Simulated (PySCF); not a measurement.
A series of substituents X on one scaffold: HS-X. Gas-phase values, no solvent. One relaxed conformer stands for each flexible species; it need not be the lowest. Strings in code marks are SMILES.

Calculation: B3LYP-D3(BJ)/def2-TZVP (PySCF). All candidates: neutral, multiplicity 1. B3LYP has the VWN-RPA correlation part, as in Gaussian. Excitations are Tamm–Dancoff values on a coarser integration grid. The basis has no diffuse functions, so Rydberg states are missing or too high.

```yaml
HOMO–LUMO gap: 5.96 eV
LUMO: -1.61 eV
T1 excitation (TDA): 4.52 eV
```

Q: Name which member has these values.
(A) `[AlH2][SH]`
(B) `NS`
(C) `[C-]#[N+]S`
(D) `BS`

A: A, `[AlH2][SH]`. The others give `BS`: 6.68 eV, -1.51 eV, 4.64 eV; `NS`: 6.52 eV, -0.25 eV, 4.52 eV; `[C-]#[N+]S`: 6.32 eV, -1.40 eV, 4.21 eV
